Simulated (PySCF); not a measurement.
triflic acid (CHF3O3S), SMILES OS(=O)(C(F)(F)F)=O.

Geometry optimised at B3LYP-D3(BJ)/def2-SVP. Other conformers were not sampled.

Calculation: TDA-M06-2X/def2-SVPD (PySCF).

Vertical excitations. Gas-phase values at a fixed geometry.

Q: List the lowest excited states. (An estimate is asked for; the answer gives what the named calculation found.)

A: 
```tsv
state	energy (eV)	λ (nm)	f	main pairs
S1	8.50	146	0.005	HOMO−1→LUMO 41 %, HOMO−1→LUMO+4 15 %, HOMO→LUMO 13 %
S2	8.67	143	0.008	HOMO→LUMO+1 31 %, HOMO→LUMO+4 18 %, HOMO−1→LUMO 14 %
S3	8.72	142	0.020	HOMO→LUMO 28 %, HOMO−1→LUMO+1 21 %, HOMO−1→LUMO+4 16 %, HOMO−1→LUMO+2 6 %
S4	8.91	139	0.064	HOMO→LUMO 36 %, HOMO→LUMO+1 17 %, HOMO−1→LUMO 10 %, HOMO−1→LUMO+1 7 %
S5	9.05	137	0.001	HOMO−2→LUMO 33 %, HOMO−2→LUMO+1 21 %, HOMO−2→LUMO+2 10 %, HOMO−2→LUMO+10 10 %
S6	9.33	133	0.019	HOMO−3→LUMO 20 %, HOMO−2→LUMO+1 13 %, HOMO−2→LUMO 11 %, HOMO−4→LUMO 9 %
S7	9.36	132	0.009	HOMO−3→LUMO 19 %, HOMO−2→LUMO+1 10 %, HOMO−4→LUMO 10 %, HOMO−2→LUMO+4 7 %
S8	9.58	129	0.003	HOMO−1→LUMO+7 17 %, HOMO−1→LUMO+1 15 %, HOMO−1→LUMO+5 9 %, HOMO→LUMO+3 7 %
S9	9.72	128	0.026	HOMO−3→LUMO 11 %, HOMO−4→LUMO 9 %, HOMO−1→LUMO+5 7 %, HOMO→LUMO+4 7 %
S10	9.78	127	0.009	HOMO−3→LUMO+1 19 %, HOMO−3→LUMO+4 13 %, HOMO−1→LUMO+6 8 %, HOMO→LUMO+4 7 %
T1	7.91	157	0	HOMO→LUMO+5 22 %, HOMO→LUMO+2 19 %, HOMO→LUMO 14 %, HOMO→LUMO+1 10 %
T2	8.03	154	0	HOMO−1→LUMO+1 32 %, HOMO−1→LUMO+4 16 %, HOMO→LUMO+1 10 %, HOMO→LUMO+4 9 %
T3	8.08	153	0	HOMO→LUMO 19 %, HOMO−1→LUMO 16 %, HOMO→LUMO+4 15 %, HOMO−1→LUMO+1 8 %
T4	8.26	150	0	HOMO−1→LUMO 33 %, HOMO−1→LUMO+4 18 %, HOMO→LUMO+1 8 %, HOMO→LUMO+4 7 %
```
Triplets are in the Tamm–Dancoff approximation.
